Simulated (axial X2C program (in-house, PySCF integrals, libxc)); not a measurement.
# What spin–orbit coupling does to TiTe

All values were computed with an in-house relativistic program for diatomic molecules. Spin-free means the one-electron spin-free X2C Hamiltonian; two-component (2c) means X2C with spin–orbit coupling and atomic mean-field two-electron Coulomb and Gaunt terms, so the difference of the two also holds small scalar two-electron terms. Basis: Te dyall-cv3z [11s12p8d4f1g], Ti dyall-cv3z [10s10p6d4f2g] (cores contracted in-house); Gaussian nuclei, density fitting, unrestricted open shells. Masses: Te 129.906 u, Ti 47.948 u.

Spin-free state: M_S = 1, Λ = 2 (beyond evenly filled blocks: σα, δ+α); fragments Te + Ti.

```
 level  Re (Å)  ωe (cm⁻¹)  De (eV)  μ (D)
  PBE0   2.428      340.4    3.525   6.41
PBEsol   2.418      338.7      n/a   4.95
```

Dipoles are positive if Ti is the positive end.

Two-component determinant lowest at the distance of the search:

Ω = 1 (⟨Sz⟩ = -1.01, ⟨Lz⟩ = 2.01 at PBE0); fragments Te + Ti.

```csv
level,Re (Å),ωe (cm⁻¹),μ (D)
PBE0,2.433,336.4,6.31
PBEsol,2.422,335.4,4.89
```

(1) From the two tables, how do the constants change at the PBE0 level (2c against spin-free)?

One determinant describes the state; a PBE0 search over occupations chose it and may have missed a lower one. Dissociation energies refer to the lowest single-determinant-based atoms at the same level and basis. De is not given where an atomic determinant may have missed its ground term or J level, or where the truncated virtual space spoils (T). Density functionals use the spin component along the axis (collinear). The functionals have no current-density term, which raises determinants with orbital currents, atoms included. With several unpaired electrons one determinant need not be a pure state. The determinant is spin-polarised beyond a pure state at some levels (its spin-free form has ⟨S²⟩ too high), which makes Re and μ there less reliable. The stretched end of a curve changes character and is left out.

## Answers

(1) At the PBE0 level Re rises by 0.005 Å and ωe decreases by 4.0 cm⁻¹.
